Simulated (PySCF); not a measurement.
# Scalar relativity in S²⁺ (sulfur, charge +2)

[Ne] 3s2 3p2, high-spin 3P determinant; UHF calculated with PySCF 2.14 in dyall-acv3z, once non-relativistic with a point nucleus and once with spin-free X2C-1e and a Gaussian nucleus.

```
shell  ε non-rel. (eV)  ε X2C (eV)  rms r non-rel. (bohr, spins averaged)  rms r X2C (bohr, spins averaged)  change of radius (%)
 1s α          -2530.3     -2538.2                                 0.1126                            0.1120                 -0.52
 1s β          -2529.6     -2537.5                                 0.1126                            0.1120                 -0.52
 2s α          -271.09     -272.45                                 0.5173                            0.5152                 -0.41
 2s β          -270.43     -271.79                                 0.5173                            0.5152                 -0.41
 2p α          -208.08     -208.08                                 0.4912                            0.4906                 -0.12
 2p β          -206.85     -206.85                                 0.4912                            0.4906                 -0.12
 3s α          -48.504     -48.654                                  1.711                             1.706                 -0.28
 3s β          -41.869     -42.018                                  1.711                             1.706                 -0.28
 3p α          -34.732     -34.723                                  1.900                             1.899                 -0.03
```

The total energy goes from -396.3385 to -397.4243 hartree.

Ionisation energy, S²⁺ [Ne] 3s2 3p2 (3P) → S³⁺ [Ne] 3s2 3p1 (2P) (eV):

| method | non-relativistic | spin-free X2C | shift |
| --- | --- | --- | --- |
| UHF | 34.159 | 34.151 | -0.008 |
| LDA | 34.880 | 34.871 | -0.010 |
| PBE | 34.833 | 34.824 | -0.009 |
| PBE0 | 34.875 | 34.866 | -0.009 |
| r2SCAN | 35.029 | 35.021 | -0.008 |
| MP2 (valence) | 34.653 | 34.645 | -0.008 |
| SCS-MP2 (valence) | 34.556 | 34.548 | -0.008 |
| MP2 (valence and next inner shell) | 34.713 | 34.704 | -0.008 |
| SCS-MP2 (valence and next inner shell) | 34.608 | 34.600 | -0.008 |
| CCSD (valence) | 34.694 | 34.687 | -0.006 |
| CCSD(T) (valence) | 34.728 | 34.722 | -0.007 |

Relativity contracts and stabilises s shells directly. The contracted s shells screen the nucleus better, so for spin-averaged p shells the direct and indirect effects partly cancel.
